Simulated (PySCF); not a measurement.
**Electronic structure of N⁺ (nitrogen, charge +1) at the UHF level**

Configuration: [He] 2s2 2p2, high-spin 3P determinant. All numbers are calculated (PySCF 2.14, the non-relativistic Hamiltonian (point nucleus), in def2-TZVPPD (6s3p3d1f, 37 functions)).

```json
{
 "Total energy": "-53.892015 hartree",
 "One-electron energy": "-70.0570 hartree",
 "Hartree (Coulomb) energy": "22.3776 hartree",
 "Exchange energy": "-6.2126 hartree",
 "Kinetic energy": "53.89578 hartree",
 "⟨S²⟩": "2.0069",
 "⟨L²⟩": "2.012",
 "Sum of ⟨r⟩": "5.450 bohr",
 "Sum of ⟨r²⟩": "7.760 bohr²",
 "Traceless quadrupole moment −½Σ⟨3z² − r²⟩ along its main axis": "0.770 e·bohr²",
 "Density at the nucleus (Gaussians lack the cusp)": "201 bohr⁻³",
 "Spin density at the nucleus": "0.0702 bohr⁻³",
 "Langevin diamagnetic susceptibility": "-6.15 ×10⁻⁶ cm³/mol"
}
```

```
shell  electrons  mean orbital energy (eV)  rms radius, mean of both spins (bohr)
 1s α          1                   -444.10                                  0.265
 1s β          1                   -442.05                                  0.265
 2s α          1                   -44.151                                   1.37
 2s β          1                   -35.535                                   1.37
 2p α          2                   -30.380                                   1.39
```

Spin-orbit constants ζ (cm⁻¹) from the X2C one-electron operator on these orbitals (non-relativistic here): bare nucleus, nucleus screened by l(l+1)(2l+1)/3 electrons, and screened by the Breit-Pauli mean field of the electrons.

| shell | bare | screened nucleus | mean field |
| --- | --- | --- | --- |
| 2p | 157.2 | 112.3 | 94.54 |

To first order the Landé constant is A = 47.27 cm⁻¹, so the lowest level has J = 0 and lies 0.0117 eV below the centre of the term. This holds in LS coupling only.
